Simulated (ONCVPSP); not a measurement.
# Configuration tests for Re (Z = 75) (ONCV)

Re (Z = 75), optimised norm-conserving Vanderbilt (ONCV), made with ONCVPSP 4.0.1 (PBEsol, fully relativistic). Core [Kr] 4d10, reference 4f14 5s2 5p6 5d5 6s1.5 6p0.5. Waves: 5s+6s: rc 1.75 bohr, ncon 5, nbas 8, qcut 5.5 1/bohr, 2 projectors; 5p+6p: rc 2.00 bohr, ncon 5, nbas 10, qcut 6.7 1/bohr, 2 projectors; 5d: rc 1.50 bohr, ncon 4, nbas 8, qcut 7 1/bohr, 2 projectors, debl 3.4 Ha; 4f: rc 0.55 bohr, ncon 4, nbas 8, qcut 21.4 1/bohr, 1 projector. Local part: polynomial inside 0.50 bohr (lpopt 5, dvloc0 6 Ha). Core correction: none.

Open shells are filled in proportion to 2j + 1.

Energies are relative to the spin-unpolarised reference configuration 4f14 5s2 5p6 5d5 6s1.5 6p0.5; without spin polarisation the order of configurations can differ from experiment.

| valence configuration | charge | ΔE all-electron (eV) | error AE − PS (meV) |
| --- | --- | --- | --- |
| 4f14 5s2 5p6 5d5 6s2 6p0 | 0 | -2.362 | -0.2 |
| 4f14 5s2 5p6 5d5 6s1 6p0 | +1 | 6.937 | -0.4 |
| 4f14 5s2 5p6 5d5 6s0 6p0 | +2 | 23.284 | -4.6 |
| 4f14 5s2 5p6 5d5 6s0 6p2 | 0 | 7.502 | -1.9 |

Levels in the configuration 4f14 5s2 5p6 5d5 6s2 6p0:

| level | all-electron (eV) | pseudo (eV) |
| --- | --- | --- |
| 4f j=7/2 | -41.115 | -41.081 |
| 4f j=5/2 | -43.628 | -43.527 |
| 5s j=1/2 | -85.092 | -85.085 |
| 5p j=3/2 | -43.970 | -43.970 |
| 5p j=1/2 | -54.993 | -54.992 |
| 5d j=5/2 | -5.060 | -5.061 |
| 5d j=3/2 | -5.945 | -5.945 |
| 6s j=1/2 | -5.986 | -5.985 |

Note: ghosts flagged at negative energy: s at -1078.5 eV, p3/2 at -535.8 eV, p1/2 at -458.7 eV; GHOST(+) flagged for d5/2 at 35.6 eV, d3/2 at 56.9 eV, s at 112.4 eV. A true bound ghost makes a file unfit for plane-wave use.
